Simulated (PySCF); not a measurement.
# Electron correlation in Yb⁺ (ytterbium, charge +1)

[Xe] 4f14 6s1, 2S determinant. Calculation: PySCF 2.14, in cc-pVDZ-X2C; scalar relativity by spin-free X2C-1e. Frozen: [Ar] 3d10; 41 electrons correlated.

```tsv
level	correlation energy (mhartree)
CCSD	-1163.1
(T)	-37.20
CCSD(T)	-1200.3
```

Diagnostics: T1 = 0.015, D1 = 0.0438, largest double amplitude 0.018.

Cost of the coupled-cluster step: about 2.8 core-minutes, for 41 correlated electrons.

This basis was not built for core-valence correlation, so the inner-shell part is incomplete.
